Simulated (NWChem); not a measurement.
Program: NWChem. System: cyclohexane (C6H12), charge 0, spin multiplicity 1, at a geometry optimised with PBE0/def2-SVP. Level: PBE/def2-SVP.

Input file:

```
start mol
memory heap 200 mb stack 900 mb global 1100 mb
geometry units angstroms nocenter noautoz
  C      0.713371    -0.271621     1.262394
  C     -0.713371     0.271621     1.262394
  C     -1.468670    -0.137025     0.000000
  C     -0.713371     0.271621    -1.262394
  C      0.713371    -0.271621    -1.262394
  C      1.468670     0.137025     0.000000
  H      0.679964    -1.375204     1.322089
  H      1.254222     0.068737     2.160830
  H     -1.254222    -0.068737     2.160830
  H     -0.679964     1.375204     1.322089
  H     -1.605906    -1.234182     0.000000
  H     -2.481123     0.299449     0.000000
  H     -1.254222    -0.068737    -2.160830
  H     -0.679964     1.375204    -1.322089
  H      1.254222     0.068737    -2.160830
  H      0.679964    -1.375204    -1.322089
  H      1.605906     1.234182     0.000000
  H      2.481123    -0.299449     0.000000
  symmetry group C2h
end
basis spherical
  * library def2-svp
end
dft
  xc xpbe96 cpbe96
  semidirect memsize 60000000 filesize 0
  iterations 100
end
task dft energy
```

Output (cleaned and shortened):

```
             Northwest Computational Chemistry Package (NWChem) 7.3.0
             --------------------------------------------------------

                                NWChem Input Module
                                -------------------

 Scaling coordinates for geometry "geometry" by  1.889725989
 (inverse scale =  0.529177249)

 Turning off AUTOSYM since
 SYMMETRY directive was detected!

                             Geometry "geometry" -> ""
                             -------------------------

 Output coordinates in angstroms (scale by  1.889725989 to convert to a.u.)

  No.       Tag          Charge          X              Y              Z
 ---- ---------------- ---------- -------------- -------------- --------------
    1 C                    6.0000     0.71337100    -0.27162100     1.26239400
    2 C                    6.0000    -0.71337100     0.27162100     1.26239400
    3 C                    6.0000    -1.46867000    -0.13702500     0.00000000
    4 C                    6.0000    -0.71337100     0.27162100    -1.26239400
    5 C                    6.0000     0.71337100    -0.27162100    -1.26239400
    6 C                    6.0000     1.46867000     0.13702500     0.00000000
    7 H                    1.0000     0.67996400    -1.37520400     1.32208900
    8 H                    1.0000     1.25422200     0.06873700     2.16083000
    9 H                    1.0000    -1.25422200    -0.06873700     2.16083000
   10 H                    1.0000    -0.67996400     1.37520400     1.32208900
   11 H                    1.0000    -1.60590600    -1.23418200     0.00000000
   12 H                    1.0000    -2.48112300     0.29944900     0.00000000
   13 H                    1.0000    -1.25422200    -0.06873700    -2.16083000
   14 H                    1.0000    -0.67996400     1.37520400    -1.32208900
   15 H                    1.0000     1.25422200     0.06873700    -2.16083000
   16 H                    1.0000     0.67996400    -1.37520400    -1.32208900
   17 H                    1.0000     1.60590600     1.23418200     0.00000000
   18 H                    1.0000     2.48112300    -0.29944900     0.00000000

 Effective nuclear repulsion energy (a.u.)     255.9147294062

            Nuclear Dipole moment (a.u.)
            ----------------------------
        X                 Y               Z
 ---------------- ---------------- ----------------
     0.0000000000     0.0000000000    -0.0000000000

      Symmetry information
      --------------------

 Group name             C2h
 Group number             21
 Group order               4
 No. of unique centers     6

      Symmetry unique atoms

     1    3    7    8   11   12


 Summary of "ao basis" -> "" (spherical)
 ------------------------------------------------------------------------------
       Tag                 Description            Shells   Functions and Types
 ---------------- ------------------------------  ------  ---------------------
 *                          def2-svp                  on all atoms

  pbe96 is a nonlocal functional; adding pw91lda local functional.

                                 NWChem DFT Module
                                 -----------------

 Summary of "ao basis" -> "ao basis" (spherical)
 ------------------------------------------------------------------------------
       Tag                 Description            Shells   Functions and Types
 ---------------- ------------------------------  ------  ---------------------
 C                          def2-svp                 6       14   3s2p1d
 H                          def2-svp                 3        5   2s1p

 Summary of "ao basis" -> "ao basis" (spherical)
 ------------------------------------------------------------------------------
       Tag                 Description            Shells   Functions and Types
 ---------------- ------------------------------  ------  ---------------------
 C                          def2-svp                 6       14   3s2p1d
 H                          def2-svp                 3        5   2s1p

      Symmetry analysis of basis
      --------------------------

        ag         42
        au         30
        bg         30
        bu         42

            General Information
            -------------------
          SCF calculation type: DFT
          Wavefunction type:  closed shell.
          No. of atoms     :    18
          No. of electrons :    48
           Alpha electrons :    24
            Beta electrons :    24
          Charge           :     0
          Spin multiplicity:     1
          Use of symmetry is: on ; symmetry adaption is: on
          Maximum number of iterations: 100
          AO basis - number of functions:   144
                     number of shells:    72
          Convergence on energy requested:  1.00D-06
          Convergence on density requested:  1.00D-05
          Convergence on gradient requested:  5.00D-04

              XC Information
              --------------
          PerdewBurkeErnzerhof Exchange Functional  1.000
            Perdew 1991 LDA Correlation Functional  1.000 local
           PerdewBurkeErnz. Correlation Functional  1.000 non-local

             Grid Information
             ----------------
          Grid used for XC integration:  medium
          Radial quadrature: Mura-Knowles
          Angular quadrature: Lebedev.
          Tag              B.-S. Rad. Rad. Pts. Rad. Cut. Ang. Pts.
          ---              ---------- --------- --------- ---------
          C                   0.70       49          11.0       434
          H                   0.35       45          12.0       434
          Grid pruning is: on
          Number of quadrature shells:   278
          Spatial weights used:  Erf1

          Convergence Information
          -----------------------
          Convergence aids based upon iterative change in
          total energy or number of iterations.
          Levelshifting, if invoked, occurs when the
          HOMO/LUMO gap drops below (HL_TOL):  1.00D-02
          DIIS, if invoked, will attempt to extrapolate
          using up to (NFOCK): 10 stored Fock matrices.

                    Damping( 0%)  Levelshifting(0.5)       DIIS
                  --------------- ------------------- ---------------
          dE  on:    start            ASAP                start
          dE off:    2 iters        100 iters           100 iters

      Screening Tolerance Information
      -------------------------------
          Density screening/tol_rho:  1.00D-10
          AO Gaussian exp screening on grid/accAOfunc:  14
          CD Gaussian exp screening on grid/accCDfunc:  20
          XC Gaussian exp screening on grid/accXCfunc:  20
          Schwarz screening/accCoul:  1.00D-08

      Superposition of Atomic Density Guess
      -------------------------------------

 Sum of atomic energies:        -231.74021127

      Non-variational initial energy
      ------------------------------

 Total energy =    -236.561122
 1-e energy   =    -815.783341
 2-e energy   =     323.307490
 HOMO         =      -0.355812
 LUMO         =       0.086359

      Symmetry analysis of molecular orbitals - initial
      -------------------------------------------------

  Numbering of irreducible representations:

     1 ag          2 au          3 bg          4 bu

  Orbital symmetries:

     1 ag          2 bu          3 au          4 ag          5 bg
     6 bu          7 ag          8 au          9 bu         10 ag
    11 bg         12 bu         13 ag         14 bu         15 bg
    16 ag         17 au         18 au         19 bu         20 bu
    21 au         22 ag         23 bg         24 ag         25 ag
    26 bu         27 au         28 bu         29 bg         30 ag
    31 ag         32 bu         33 bg         34 ag

------------------------------------------------------------
EAF file 0: "./mol.aoints.0" size=524288 bytes
------------------------------------------------------------
               write      read    awrite     aread      wait
               -----      ----    ------     -----      ----
     calls:        1         0         0         0         0
   data(b): 5.24e+05  0.00e+00  0.00e+00  0.00e+00
   time(s): 0.00e+00  0.00e+00  0.00e+00  0.00e+00  0.00e+00
rate(mb/s): 0.00e+00  0.00e+00
------------------------------------------------------------

 Grid integrated density:      47.999939152231
 Requested integration accuracy:   0.10E-05

   convergence    iter        energy       DeltaE   RMS-Dens  Diis-err    time
 ---------------- ----- ----------------- --------- --------- ---------  ------
 d= 0,ls=0.0,diis     1   -235.3223525453 -4.91D+02  6.66D-03  4.32D-01     2.1
 Grid integrated density:      47.999950320665
 Requested integration accuracy:   0.10E-05
 d= 0,ls=0.0,diis     2   -235.3666715081 -4.43D-02  1.61D-03  1.38D-02     2.7
 Grid integrated density:      47.999947692254
 Requested integration accuracy:   0.10E-05
 d= 0,ls=0.0,diis     3   -235.3656335395  1.04D-03  8.59D-04  2.23D-02     3.4
 Grid integrated density:      47.999948296204
 Requested integration accuracy:   0.10E-05
 d= 0,ls=0.0,diis     4   -235.3684049001 -2.77D-03  1.34D-04  2.81D-04     4.1
 Grid integrated density:      47.999948433740
 Requested integration accuracy:   0.10E-05
 d= 0,ls=0.0,diis     5   -235.3684464701 -4.16D-05  2.09D-05  5.94D-06     4.8
 Grid integrated density:      47.999948404736
 Requested integration accuracy:   0.10E-05
 d= 0,ls=0.0,diis     6   -235.3684472772 -8.07D-07  1.86D-06  3.98D-08     5.5

         Total DFT energy =     -235.368447277159
      One electron energy =     -822.607195171924
           Coulomb energy =      368.007243852256
    Exchange-Corr. energy =      -36.683225363646
 Nuclear repulsion energy =      255.914729406155

 Numeric. integr. density =       47.999948404736

     Total iterative time =      5.2s

                  Occupations of the irreducible representations
                  ----------------------------------------------

                     irrep           alpha         beta
                     --------     --------     --------
                     ag                8.0          8.0
                     au                5.0          5.0
                     bg                4.0          4.0
                     bu                7.0          7.0

                       DFT Final Molecular Orbital Analysis
                       ------------------------------------

 Vector   22  Occ=2.000000D+00  E=-2.675184D-01  Symmetry=ag
              MO Center=  2.3D-15, -3.5D-16, -2.2D-16, r^2= 4.3D+00
   Bfn.  Coefficient  Atom+Function         Bfn.  Coefficient  Atom+Function
  ----- ------------  ---------------      ----- ------------  ---------------
    85     -0.194344   7 H  s               100     -0.194344  10 H  s
   105     -0.194342  11 H  s               120     -0.194344  14 H  s
   130     -0.194344  16 H  s               135     -0.194342  17 H  s
     5      0.180465   1 C  py               19     -0.180465   2 C  py
    47     -0.180465   4 C  py               61      0.180465   5 C  py

 Vector   23  Occ=2.000000D+00  E=-2.561847D-01  Symmetry=bg
              MO Center= -6.3D-15,  9.2D-16,  5.8D-15, r^2= 4.2D+00
   Bfn.  Coefficient  Atom+Function         Bfn.  Coefficient  Atom+Function
  ----- ------------  ---------------      ----- ------------  ---------------
    34      0.265932   3 C  pz               76     -0.265932   6 C  pz
     6      0.231892   1 C  pz               20     -0.231892   2 C  pz
    48     -0.231892   4 C  pz               62      0.231892   5 C  pz
    90      0.189976   8 H  s                95     -0.189976   9 H  s
   115      0.189976  13 H  s               125     -0.189976  15 H  s

 Vector   24  Occ=2.000000D+00  E=-2.561693D-01  Symmetry=ag
              MO Center=  4.4D-15,  1.3D-16, -5.2D-16, r^2= 4.2D+00
   Bfn.  Coefficient  Atom+Function         Bfn.  Coefficient  Atom+Function
  ----- ------------  ---------------      ----- ------------  ---------------
     4      0.254477   1 C  px               18     -0.254477   2 C  px
    46     -0.254477   4 C  px               60      0.254477   5 C  px
    32      0.219386   3 C  px               74     -0.219386   6 C  px
   110     -0.219339  12 H  s               140     -0.219339  18 H  s
   111     -0.142847  12 H  s               141     -0.142847  18 H  s

 Vector   25  Occ=0.000000D+00  E= 3.267062D-02  Symmetry=ag
              MO Center=  7.5D-14, -1.4D-14,  2.9D-14, r^2= 9.0D+00
   Bfn.  Coefficient  Atom+Function         Bfn.  Coefficient  Atom+Function
  ----- ------------  ---------------      ----- ------------  ---------------
     3      0.700344   1 C  s                17      0.700344   2 C  s
    31      0.700153   3 C  s                45      0.700344   4 C  s
    59      0.700344   5 C  s                73      0.700153   6 C  s
    91     -0.587217   8 H  s                96     -0.587217   9 H  s
   111     -0.587253  12 H  s               116     -0.587217  13 H  s

 Vector   26  Occ=0.000000D+00  E= 5.113449D-02  Symmetry=bu
              MO Center=  1.3D-14,  2.8D-14, -6.2D-15, r^2= 7.2D+00
   Bfn.  Coefficient  Atom+Function         Bfn.  Coefficient  Atom+Function
  ----- ------------  ---------------      ----- ------------  ---------------
    86     -0.732161   7 H  s               101      0.732161  10 H  s
   106     -0.731755  11 H  s               121      0.732161  14 H  s
   131     -0.732161  16 H  s               136      0.731755  17 H  s
     3      0.704102   1 C  s                17     -0.704102   2 C  s
    31      0.703355   3 C  s                45     -0.704102   4 C  s

 Vector   27  Occ=0.000000D+00  E= 7.164110D-02  Symmetry=bu
              MO Center= -7.7D-14,  4.5D-15,  7.9D-16, r^2= 9.6D+00
   Bfn.  Coefficient  Atom+Function         Bfn.  Coefficient  Atom+Function
  ----- ------------  ---------------      ----- ------------  ---------------
    31      1.436626   3 C  s                73     -1.436626   6 C  s
   111     -0.976945  12 H  s               141      0.976945  18 H  s
   106     -0.739688  11 H  s               136      0.739688  17 H  s
     3     -0.717915   1 C  s                17      0.717915   2 C  s
    45      0.717915   4 C  s                59     -0.717915   5 C  s

 center of mass
 --------------
 x =   0.00000000 y =   0.00000000 z =  -0.00000000

 moments of inertia (a.u.)
 ------------------
         418.706828660542          19.268018150771          -0.000000000000
          19.268018150771         729.821120334847          -0.000000000000
          -0.000000000000          -0.000000000000         417.431585950647

     Multipole analysis of the density
     ---------------------------------

     L   x y z        total         alpha         beta         nuclear
     -   - - -        -----         -----         ----         -------
     0   0 0 0      0.000000    -24.000000    -24.000000     48.000000

     1   1 0 0     -0.000000     -0.000000     -0.000000      0.000000
     1   0 1 0     -0.000000     -0.000000     -0.000000      0.000000
     1   0 0 1      0.000000      0.000000      0.000000     -0.000000

     2   2 0 0    -30.066578   -128.787689   -128.787689    227.508799
     2   1 1 0      0.020925      5.640162      5.640162    -11.259398
     2   1 0 1     -0.000000     -0.000000     -0.000000      0.000000
     2   0 2 0    -29.726329    -37.727572    -37.727572     45.728816
     2   0 1 1     -0.000000     -0.000000     -0.000000      0.000000
     2   0 0 2    -30.067184   -129.157217   -129.157217    228.247251

 Task  times  cpu:        5.6s     wall:        5.6s

 Total times  cpu:        5.6s     wall:        5.6s
```
